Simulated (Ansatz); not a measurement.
SeO2F2, relaxed as a singlet with RKS r2SCAN-D4/def2-SVP in Ansatz, starting from the GFN2-xTB geometry. Force threshold 0.02 eV/Å.

Start:

Cartesian coordinates in Å:
```
Se 0.046 -0.206 0.032
O -0.219 -0.769 1.417
O 0.610 -0.985 -1.143
F 0.959 1.298 0.202
F -1.396 0.662 -0.508
```

**Question.** Estimate the energy that the relaxation releases and the steps that it takes.

**Answer.** 7.2 kcal/mol, in 5 steps; 7 s on 4 threads of AMD EPYC 7B13 on a shared host. No frequencies were taken in this run, so the end may be a saddle point.

**Question.** Does the start keep its bonding and symmetry?

**Answer.** By distances, no bond broke or formed. The bond that changes most is Se1–O2, from 1.52 to 1.58 Å (atoms count from 1). Point group C2v at the start, C2v at the end, both within 0.05 Å.

**Question.** Predict the relaxed structure.

**Answer.** 
```xyz
5

Se    0.0421   -0.1888    0.0295
O    -0.2446   -0.7499    1.4839
O     0.6294   -0.9766   -1.2141
F     0.9518    1.2722    0.2014
F    -1.3787    0.6431   -0.5006
```
Bond lengths: 2 × O–Se 1.58 Å; 2 × F–Se 1.73 Å.
